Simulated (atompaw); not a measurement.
## Hf: PAW (atompaw) pseudisation with PBE, scalar-relativistic reference atom.

- Element: Hf
- Generator: atompaw 4.2.0.5
- Type: PAW
- Functional: PBE
- Relativity: scalar-relativistic
- Frozen core: [Xe]
- Valence charge: 18
- Reference configuration: 4f14 5d2 6s1.75 6p0.25
- Partial waves: 6s (bound): rc 3.00 bohr; 6s channel at 1.05 Ry: rc 3.00 bohr; 6p (bound): rc 3.00 bohr; 6p channel at 0.65 Ry: rc 3.00 bohr; 5d (bound): rc 3.00 bohr; 5d channel at 1.3 Ry: rc 1.95 bohr; 4f (bound): rc 0.80 bohr; 4f channel at -0.9 Ry: rc 0.80 bohr
- Local potential: troulliermartins scheme with l = 4 at 1 Ry, radius 2.35 bohr
- Core correction: smooth core density matched at 2.75 bohr
- Augmentation charge: sinc compensation charge, radius 2.60 bohr; PAW radius 3.00 bohr; waves and projectors: modrrkj vanderbiltortho

All-electron outer shells of the reference configuration (PBE, scalar-relativistic, ld1.x):

```csv
shell,level (eV),outermost node (bohr),outermost maximum (bohr)
5s,-67.40,0.55,1.01
5p,-35.95,0.60,1.16
4f,-17.21,–,0.45
6s,-5.35,1.37,2.89
5d,-3.00,0.67,1.69
6p,-1.58,1.66,4.00
```

(1) Does this generation succeed?

Answers

(1) No. atompaw 4.2.0.5 stopped with "atompaw: The overlap operator has at least one negative eigenvalue!": the overlap operator built from these waves and projectors is not positive definite.
